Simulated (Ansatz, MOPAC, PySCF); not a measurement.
Dimer: SiH4 (SMILES [SiH4]) (first 5 atoms) with CH3I (SMILES CI); geometry from B3LYP-D3(BJ)/def2-TZVP.
(charge 0, multiplicity 1):
```xyz
10

Si     0.14233     0.04489    -0.03850
H      1.28925    -0.85688     0.19585
H      0.23097     1.21992     0.85687
H     -1.12633    -0.67200     0.21983
H      0.15633     0.50879    -1.44608
C     -1.92128     0.35523     3.33691
I     -0.27238    -0.95017     3.80883
H     -2.50357    -0.12975     2.56225
H     -2.49790     0.49074     4.24443
H     -1.50046     1.29077     2.98747
```

Monomers are frozen at their geometry in the pair; levels with a basis set take the counterpoise correction. Rows marked so take none.

Frozen-core correlation. Filled d and f shells under p-block atoms count as core. Rows in 3-21G carry no dispersion term and start afresh at each structure; the Pople sets are all-electron and without relativity. The state that AM1 reach isn't checked.

The values were computed with Ansatz (a quantum-chemistry and plane-wave program) with Gaussian orbitals; MOPAC for AM1 (differences of heats of formation); PySCF for 3-21G rows, the dispersion terms. Each number belongs to the level named beside it. In def2 rows elements past Kr take small-core potentials, without spin–orbit coupling.

```csv
level,interaction energy (kcal/mol)
AM1,-0.17
HF/3-21G (no counterpoise),0.04
PBE-D3(BJ)/def2-TZVPPD,-2.07
B3LYP-D3(BJ)/def2-TZVPPD,-2.17
BHLYP/def2-TZVPPD,0.19
CAM-B3LYP/def2-TZVPPD,-0.05
wB97X-V/def2-TZVPPD,-1.77
MP2/def2-SVPD,[?]
SCS-MP2/def2-SVPD,[?]
```

### Question
Some entries are withheld; supply them.

### Answer

- MP2/def2-SVPD, interaction energy (kcal/mol): -1.17
- SCS-MP2/def2-SVPD, interaction energy (kcal/mol): -0.63
